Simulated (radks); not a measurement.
Question: Coulomb parameter of the 4f shell of the praseodymium ion Pr+ in the model configuration [Xe] 4f1.5 6s1 6p1.5, as a second difference U = [E(n + 0.5) + E(n - 0.5) - 2 E(n)] / (0.5)^2 with all orbitals relaxed. "Bare": the charge of the atom changes with n. "Screened": the 6p shell takes up the change at fixed total charge, which measures U(4f,4f) + U(6p,6p) - 2 U(4f,6p). Calculated with a radial shooting solver on a logarithmic mesh with Libxc functionals: scalar-relativistic Kohn-Sham, PBE, spin-unpolarised, spherical densities, finite nucleus; Fermi nuclear charge, rms radius 4.8919 fm. Estimate both.

Answer: U(bare) = 16.047 eV, U(screened by 6p) = 8.852 eV, against the Slater integral F0(4f,4f) = 25.726 eV with frozen orbitals.
